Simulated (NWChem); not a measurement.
CH₃ClGeO₂; SMILES [Cl][GeH]1[O]C[O]1

```xyz
8

Cl    -0.4580    -1.9782     0.0000
Ge     0.5008    -0.0381     0.0000
O     -0.2301     1.1779    -1.1353
C     -0.7326     1.9004     0.0000
O     -0.2301     1.1779     1.1353
H      2.0283    -0.2578     0.0000
H     -0.3415     2.9449     0.0000
H     -1.8483     1.9134     0.0000
```
Atoms are numbered in this order, from 1.

Program: NWChem. All runs use the structure optimised with PBE-D3(BJ)/def2-SVP.

**Question.** Among these, which level gives the highest value of “highest occupied level (eV)”?
A) B3LYP/STO-3G
B) B3LYP/pcseg-1
C) B3LYP/pcseg-2
D) B3LYP/aug-pcseg-1

**Answer.** A, B3LYP/STO-3G. Values: B3LYP/pcseg-1 -7.94; B3LYP/aug-pcseg-1 -7.94; B3LYP/pcseg-2 -7.92; B3LYP/STO-3G -4.40
